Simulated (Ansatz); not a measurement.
B(OH)2(OSiH3) (BH5O3Si), SMILES O(B(O)O)[SiH3].

The structure is a stationary point at B3LYP-D3(BJ)/def2-SVP. The values are those of a single conformer.

Two levels are set side by side: PBE/def2-SVPD (Ansatz, a program for electronic structure) and PBE0/def2-SVPD (Ansatz). Energy differences of separate SCF runs at the same geometry; the states with an electron removed or added have multiplicity 2 and 2. Differences are taken from unrounded values.

```tsv
quantity	PBE0
vertical ionisation energy (eV)	10.99
vertical singlet–triplet gap (eV)	7.17
```

Q: What does PBE give, and how far is it from PBE0? (Estimate from the structure and the level; the computed values follow.)

A: 
```csv
quantity,PBE,PBE minus PBE0
vertical ionisation energy (eV),10.48,-0.52
vertical singlet–triplet gap (eV),6.47,-0.70
```
